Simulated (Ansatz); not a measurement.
`BBCCCl` and `BBCOC` differ in one atom or group.

Ansatz, PBE0-D4/def2-TZVP geometries, multiplicity 1. Each molecule was computed in one conformer, which needn't be the lowest.

| property | `BBCCCl` |
| --- | --- |
| HOMO energy (PBE0/def2-TZVPP) / eV | -8.32 |
| LUMO energy (PBE0/def2-TZVPP) / eV | -1.88 |
| LUMO energy (PBE/def2-TZVPP) / eV | -2.87 |
| size of the dipole moment (PBE/def2-TZVPP) / D | 1.40 |
| HOMO–LUMO gap (ωB97M-V/def2-TZVPP) / eV | 10.66 |
| HOMO–LUMO gap (PBE0/def2-TZVPP) / eV | 6.44 |

Problem. Give the same properties after the change, and the shifts. (Best estimate.)

Solution. The calculation gave: 
| property | `BBCOC` | shift |
| --- | --- | --- |
| HOMO energy (PBE0/def2-TZVPP) / eV | -7.50 | 0.82 |
| LUMO energy (PBE0/def2-TZVPP) / eV | -1.70 | 0.18 |
| LUMO energy (PBE/def2-TZVPP) / eV | -2.71 | 0.16 |
| size of the dipole moment (PBE/def2-TZVPP) / D | 1.44 | 0.04 |
| HOMO–LUMO gap (ωB97M-V/def2-TZVPP) / eV | 10.11 | -0.55 |
| HOMO–LUMO gap (PBE0/def2-TZVPP) / eV | 5.80 | -0.64 |

With PBE0 the HOMO rises by 0.82 eV and the LUMO rises by 0.18 eV, so the gap narrows by about 0.64 eV. PBE moves the HOMO by 1.02 eV and ωB97M-V by 0.70 eV. Dipoles are sizes alone; their direction can turn.
